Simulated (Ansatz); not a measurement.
`CCCCCCCCCCB(O)O`. The state is a singlet with charge 0. Geometry PBE-D4/def2-SVP; atoms count from 1.

```
atom   x (Å)   y (Å)   z (Å)
  C1  -4.543   3.719   0.877
  C2  -3.106   3.281   0.588
  C3  -2.899   2.798  -0.854
  C4  -1.458   2.400  -1.202
  C5  -0.926   1.178  -0.445
  C6   0.489   0.764  -0.858
  C7   1.026  -0.450  -0.095
  C8   2.443  -0.864  -0.508
  C9   3.019  -2.053   0.275
 C10   2.286  -3.384   0.057
 B11   2.878  -4.638   0.818
 O12   3.919  -4.447   1.700
 O13   2.311  -5.869   0.564
 H14  -4.854   4.552   0.211
 H15  -5.259   2.886   0.715
 H16  -4.666   4.065   1.924
 H17  -2.408   4.124   0.791
 H18  -2.818   2.476   1.299
 H19  -3.576   1.936  -1.050
 H20  -3.230   3.602  -1.549
 H21  -1.393   2.199  -2.294
 H22  -0.782   3.267  -1.018
 H23  -0.938   1.374   0.650
 H24  -1.621   0.320  -0.601
 H25   0.506   0.549  -1.951
 H26   1.181   1.626  -0.716
 H27   0.326  -1.303  -0.236
 H28   1.014  -0.231   0.998
 H29   2.450  -1.102  -1.597
 H30   3.119   0.011  -0.389
 H31   4.089  -2.180   0.002
 H32   3.026  -1.809   1.360
 H33   1.216  -3.301   0.357
 H34   2.244  -3.631  -1.029
 H35   4.228  -5.259   2.140
 H36   2.706  -6.606   1.064
```

Estimate the Mulliken populations of the heavy atoms from the PBE0/def2-TZVP orbitals of Ansatz.


```csv
atom,charge (e)
C1,-0.36
C2,-0.21
C3,-0.17
C4,-0.14
C5,-0.24
C6,-0.18
C7,-0.24
C8,-0.13
C9,-0.15
C10,-0.40
B11,0.33
O12,-0.43
O13,-0.43
```
Mulliken values depend strongly on the basis.

And the Mayer bond orders between heavy atoms (over 0.3)?

C1–C2 1.01 (1.53 Å); C2–C3 1.01 (1.53 Å); C3–C4 1.01 (1.53 Å); C4–C5 1.02 (1.53 Å); C5–C6 1.04 (1.53 Å); C6–C7 1.04 (1.53 Å); C7–C8 1.02 (1.53 Å); C8–C9 0.99 (1.54 Å); C9–C10 0.98 (1.53 Å); C10–B11 1.02 (1.58 Å); B11–O12 1.33 (1.38 Å); B11–O13 1.34 (1.38 Å).
